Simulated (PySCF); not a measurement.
C₄H₆ClF, SMILES C[C@]1(F)C[C@H]1Cl.

Geometry: B3LYP-D3(BJ)/def2-SVP. The structure was generated by enumeration; whether it is a known compound was not checked.

Calculation: PySCF 2.14.0 with TDA-PBE/def2-SVPD.

Vertical excitations. Gas-phase values at a fixed geometry.

Computed excitation energies, oscillator strengths and character:
```json
[
 {"state": "S1", "energy (eV)": "6.05", "λ (nm)": "205", "f": "0.008", "main pairs": "HOMO→LUMO 96 %"},
 {"state": "S2", "energy (eV)": "6.32", "λ (nm)": "196", "f": "0.014", "main pairs": "HOMO−1→LUMO 91 %"},
 {"state": "S3", "energy (eV)": "6.42", "λ (nm)": "193", "f": "0.009", "main pairs": "HOMO→LUMO+1 93 %"},
 {"state": "S4", "energy (eV)": "6.74", "λ (nm)": "184", "f": "0.009", "main pairs": "HOMO−1→LUMO+1 98 %"},
 {"state": "S5", "energy (eV)": "7.25", "λ (nm)": "171", "f": "0.021", "main pairs": "HOMO→LUMO+2 79 %, HOMO−2→LUMO 19 %"},
 {"state": "S6", "energy (eV)": "7.30", "λ (nm)": "170", "f": "0.013", "main pairs": "HOMO−2→LUMO 75 %, HOMO→LUMO+2 19 %"},
 {"state": "S7", "energy (eV)": "7.37", "λ (nm)": "168", "f": "0.019", "main pairs": "HOMO→LUMO+3 97 %"},
 {"state": "S8", "energy (eV)": "7.59", "λ (nm)": "163", "f": "0.006", "main pairs": "HOMO−1→LUMO+2 93 %"},
 {"state": "S9", "energy (eV)": "7.68", "λ (nm)": "161", "f": "0.011", "main pairs": "HOMO−2→LUMO+1 78 %"},
 {"state": "S10", "energy (eV)": "7.70", "λ (nm)": "161", "f": "0.044", "main pairs": "HOMO→LUMO+4 82 %"},
 {"state": "T1", "energy (eV)": "5.49", "λ (nm)": "226", "f": "0", "main pairs": "HOMO→LUMO 99 %"},
 {"state": "T2", "energy (eV)": "5.87", "λ (nm)": "211", "f": "0", "main pairs": "HOMO−1→LUMO 98 %"},
 {"state": "T3", "energy (eV)": "6.30", "λ (nm)": "197", "f": "0", "main pairs": "HOMO→LUMO+1 99 %"},
 {"state": "T4", "energy (eV)": "6.61", "λ (nm)": "187", "f": "0", "main pairs": "HOMO−1→LUMO+1 96 %"}
]
```
Triplets are in the Tamm–Dancoff approximation.
